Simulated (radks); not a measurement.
Q: Rh22+, 23 electrons, occupied as [Ar] 3d5. All-electron calculation, Dirac Kohn-Sham, PBE, spin-unpolarised, spherical densities, point nucleus; open shells are shared between the two j in proportion to 2j + 1. Program: a radial shooting solver on a logarithmic mesh with Libxc functionals. Some entries of the table are withheld. Estimate them.

orbital,occ.,eigenvalue (eV),r(max) (bohr),<r> (bohr)
1s1/2,2,-23847.86,0.02117,0.03263
2s1/2,2,(1),0.1197,(2)
2p1/2,2,-3903.824,0.09280,0.1198
2p3/2,4,-3758.213,0.09685,0.1246
3s1/2,2,(3),0.3404,0.3690
3p1/2,2,-1213.187,0.3252,0.3574
3p3/2,4,-1183.991,0.3336,0.3661
3d3/2,2,(4),0.2709,0.3297
3d5/2,3,(5),0.2733,0.3324
4s1/2,0,-614.6376,0.7369,0.7489
4p1/2,0,(6),0.7407,0.7539
4p3/2,0,(7),0.7540,0.7661

A: 
(1) 2s1/2 eigenvalue (eV): -4146.813
(2) 2s1/2 <r> (bohr): 0.1410
(3) 3s1/2 eigenvalue (eV): -1305.771
(4) 3d3/2 eigenvalue (eV): -1029.163
(5) 3d5/2 eigenvalue (eV): -1022.934
(6) 4p1/2 eigenvalue (eV): -578.1917
(7) 4p3/2 eigenvalue (eV): -569.0463
